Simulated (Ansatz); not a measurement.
(H2B-mu-NMe2)2 (C4H16B2N2), relaxed as a singlet with RKS r2SCAN-D4/def2-SVP in Ansatz, starting from the GFN2-xTB geometry. Force threshold 0.02 eV/Å.

Another isomer (singlet) lies 2.57 eV lower at PBE0-D4/def2-TZVP; other spin states weren't run for this one.

Start:

```
atom   x (Å)   y (Å)   z (Å)
  B1  -0.214   0.016   1.080
  B2   0.210  -0.005  -1.079
  C3  -1.483  -1.768  -0.275
  C4  -2.240   0.465  -0.444
  C5   2.232  -0.473   0.443
  C6   1.494   1.766   0.276
  N7  -1.071  -0.372  -0.206
  N8   1.070   0.375   0.207
  H9  -0.653   0.966   1.639
 H10  -0.027  -0.916   1.790
 H11   0.649  -0.949  -1.648
 H12   0.019   0.932  -1.781
 H13  -0.627  -2.413  -0.097
 H14  -1.893  -1.997  -1.262
 H15  -2.242  -1.980   0.483
 H16  -2.664   0.259  -1.429
 H17  -3.003   0.280   0.316
 H18  -1.956   1.513  -0.402
 H19   1.938  -1.518   0.404
 H20   2.994  -0.297  -0.320
 H21   2.661  -0.268   1.427
 H22   0.643   2.419   0.107
 H23   1.914   1.990   1.260
 H24   2.249   1.974  -0.487
```

Estimate the energy that the relaxation releases and the steps that it takes.

10.0 kJ/mol, in 4 steps; 15 s on 4 threads of Arm Neoverse V2 on a shared host. No frequencies were taken in this run, so the end may be a saddle point.

Does the start keep its bonding and symmetry?

By distances, no bond broke or formed. The bond that changes most is B1–H10, from 1.19 to 1.22 Å (atoms count from 1). Point group D2h at the start, D2h at the end, both within 0.05 Å; within 0.015 Å the end is C2v.

Predict the relaxed structure.


Cartesian coordinates in Å:
```
B -0.214 0.017 1.079
B 0.210 -0.005 -1.080
C -1.489 -1.792 -0.274
C -2.259 0.481 -0.448
C 2.250 -0.489 0.446
C 1.500 1.791 0.276
N -1.090 -0.379 -0.210
N 1.090 0.381 0.210
H -0.664 0.997 1.645
H -0.018 -0.945 1.803
H 0.661 -0.979 -1.657
H 0.010 0.962 -1.793
H -0.616 -2.432 -0.096
H -1.902 -2.028 -1.269
H -2.249 -2.010 0.494
H -2.685 0.279 -1.444
H -3.030 0.297 0.319
H -1.960 1.535 -0.400
H 1.942 -1.540 0.397
H 3.023 -0.311 -0.320
H 2.679 -0.292 1.443
H 0.633 2.438 0.100
H 1.917 2.021 1.271
H 2.262 2.003 -0.492
```
Bond lengths: 4 × C–N 1.47 Å; 4 × B–N 1.61 Å; 12 × C–H 1.10 Å; 4 × B–H 1.22 Å.
